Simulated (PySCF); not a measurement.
# Electronic absorption of C5H7FO2

C₅H₇FO₂.
SMILES: `CCOC(=O)/C=C\F`

Method: TDDFT PBE0/def2-SVPD, vertical, gas phase, core orbitals frozen in the response in PySCF 2.14.0, density-fitted response routines. Isolated species at its GFN2-xTB geometry (one conformer only). Torsions of this conformer, `[CH3:1][CH2:2][O:3][C:4](=[O:5])/[CH:6]=[CH:7]\[F:8]`: C1–C2–O3–C4 80°, C2–O3–C4–O5 0°, O3–C4–C6–C7 -12°.

**Question.** What does the calculation give for the low-lying excited states?

**Answer.** 

| state | E (eV) | λ (nm) | f | \|μ\| (D) | main configurations (H = HOMO, L = LUMO) |
| --- | --- | --- | --- | --- | --- |
| S1 | 5.04 | 245.8 | 0.0011 | 0.24 | H→L (51%), H-1→L (44%) |
| S2 | 6.39 | 194.2 | 0.264 | 3.30 | H-1→L (39%), H-2→L (33%), H→L (25%) |
| S3 | 6.62 | 187.4 | 0.169 | 2.59 | H-2→L (63%), H→L (19%), H-1→L (12%) |
| S4 | 7.01 | 176.9 | 0.0033 | 0.35 | H-3→L (88%), H-4→L (8%) |
| S5 | 7.60 | 163.2 | 0.030 | 1.02 | H→L+1 (57%), H-1→L+1 (26%), H→L+2 (8%) |
| S6 | 7.87 | 157.5 | 0.0032 | 0.33 | H-4→L (61%), H-1→L+1 (11%) |

Triplets (Tamm–Dancoff): T1 3.96 eV, H→L (59%), H-1→L (35%); T2 4.61 eV, H-1→L (58%), H→L (36%).

The lowest singlet comes at 246 nm (487 kJ/mol) in the ultraviolet; it is very weak; its leading configuration is HOMO→LUMO (51%). The most intense listed level is S2 at 6.39 eV (194 nm, f = 0.264), 1.34 eV above S1. Löwdin shares by element: HOMO oxygen 40% or more, carbon 36% or more, fluorine 7% (atoms not listed hold the other 17%); LUMO carbon 63% or more, oxygen 16% or more (atoms not listed hold the other 21%). The oscillator strengths of these states sum to 0.470; summed over the whole spectrum of an exact calculation they would give the number of electrons, 62 (Thomas–Reiche–Kuhn). Of the 6 states listed, 3 reach f = 0.01 and none stays under 0.0005. The listed states span 2.83 eV, and the widest gap between neighbours is 1.34 eV (S1 to S2). No computed singlet lies in the visible range (380 to 750 nm); the lowest, at 246 nm, stands 1.78 eV above its violet end (3.26 eV). Singlets were solved by full linear response, triplets in the Tamm–Dancoff approximation.

The run took 37 s on Arm Neoverse V2, one thread, shared host with 32 logical CPUs at a one-minute load of 33, and the process peaked at 0.85 GiB of memory.
